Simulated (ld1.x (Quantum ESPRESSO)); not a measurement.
# nickel, TM: configuration errors across variants

ld1.x (Quantum ESPRESSO) 7.5 input, shortened:

```
&input
   title='Ni', zed=28., rel=1, dft='PZ', iswitch=3,
   config='[Ar] 3d8.5 4s1.5 4p0 4f-2'
 /
 &inputp
   pseudotype=2, tm=.true., lloc=2,
   nlcc=.true., new_core_ps=.true., rcore=0.70
 /
4
4S  1  0   1.50   0.00  1.85  1.85  0.0
4P  2  1   0.00   0.00  2.40  2.40  0.0
4F  4  3  -2.00  -0.05  2.35  2.35  0.0
3D  3  2   8.50   0.00  1.00  1.00  0.0
 &test
   configts(1)='3d8.5 4s1.5 4p0'
 /
```

All-electron excitation energies from the reference (eV): (1) 3d8 4s2 4p0 1.201; (2) 3d8 4s1 4p0 10.802; (3) 3d8 4s0 4p0 28.461; (4) 3d9 4s1 4p0 -0.428; (5) 3d8 4s1.5 4p0 5.044; (6) 3d7 4s0 4p0 66.259; (7) 3d8 4s0 4p1 16.575; (8) 3d8.5 4s1.5 4p0 spin -0.593; (9) 3d8 4s2 4p0 spin 0.289.

Spin tests fill each open shell by Hund’s rule, majority spin first.

Tests that are not counted but printed errors over 1 eV. “wave 4s (bound): rc 1.85 bohr becomes 4s (bound): rc 1.52 bohr”: 3d8 4s0 4p1 (solver errors, printed error -3.1 eV).

A true bound ghost makes a file unfit for plane-wave use even where its test errors are small: the radial tests pick states by their node count and pass the ghost by. Where a test does run into it, the solver fails or the error is huge.

Errors AE − PS in meV (a dash: test not solved or not reliable):

| change | (1) | (2) | (3) | (4) | (5) | (6) | (7) | (8) | (9) | bound ghosts |
| --- | --- | --- | --- | --- | --- | --- | --- | --- | --- | --- |
| base | -31 | -4.5 | -17 | -22 | -17 | -276 | -11 | +20 | +17 | s, p |
| wave 4s (bound): rc 1.85 bohr becomes 4s (bound): rc 1.52 bohr | -20 | -1.7 | -20 | -16 | -9.8 | -332 | – | +22 | +28 | s, p |
| wave 4s (bound): rc 1.85 bohr becomes 4s (bound): rc 1.70 bohr | -28 | -3.5 | -19 | -20 | -15 | -291 | -14 | +20 | +20 | s, p |
| wave 4s (bound): rc 1.85 bohr becomes 4s (bound): rc 2.00 bohr | -32 | -4.9 | -17 | -22 | -17 | -271 | -11 | +20 | +16 | s, p |
| wave 4s (bound): rc 1.85 bohr becomes 4s (bound): rc 2.20 bohr | -30 | -4.1 | -20 | -21 | -16 | -285 | -14 | +20 | +18 | s, p |
| wave 4s (bound): rc 1.85 bohr becomes 4s (bound): rc 2.46 bohr | -24 | -1.9 | -31 | -18 | -11 | -330 | -25 | +21 | +24 | s, p |
| wave 4s (bound): rc 1.85 bohr becomes 4s (bound): rc 2.80 bohr | -11 | +3.3 | -64 | -10 | -0.8 | -446 | -56 | +23 | +37 | s, p |

(1) Give the same row for: wave 4s (bound): rc 1.85 bohr becomes 4s (bound): rc 1.16 bohr.

Answers

(1) -20, -15, -40, -14, -16, -436, –, +18, +26; bound ghosts: p, s. Not counted: 3d8 4s0 4p1 (solver errors, printed error -7.6 eV).
